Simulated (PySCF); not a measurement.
# Ga⁺ (gallium, charge +1) across methods

[Ar] 3d9 4s2 4p1, one real determinant (an excited configuration). Computed with PySCF 2.14 in aug-cc-pVQZ-DK, with scalar relativity by spin-free X2C-1e.

| method | E (hartree) | mean ε 4s α (eV) | mean ε 4s β (eV) | mean ε 4p α (eV) | Σ⟨r²⟩ (bohr²) | ⟨S²⟩ |
| --- | --- | --- | --- | --- | --- | --- |
| PBE | -1942.557 | -19.616 | -18.587 | -11.764 | 28.78 | 2.003 |
| UHF | -1941.26743 | -24.040 | -21.414 | -15.659 | 29.18 | 2.011 |
| r2SCAN | -1942.808 | -19.972 | -18.792 | -12.147 | 28.65 | 2.006 |
| LDA | -1939.653 | -19.886 | -18.944 | -11.763 | 28.66 | 2.001 |
| TPSSh | -1942.807 | -20.236 | -18.878 | -12.366 | 28.70 | 2.004 |
| wB97X-V | -1942.666 | -23.424 | -22.046 | -15.042 | 28.82 | 2.003 |
| r2SCANh | -1942.796 | -20.459 | -19.169 | -12.549 | 28.66 | 2.006 |
| PBE0 | -1942.583 | -20.925 | -19.558 | -12.886 | 28.75 | 2.004 |
| BHandHLYP | -1942.819 | -22.122 | -20.596 | -13.779 | 28.83 | 2.004 |

⟨L²⟩ = 8.01 against 12 for a pure F term, so this real determinant mixes terms.
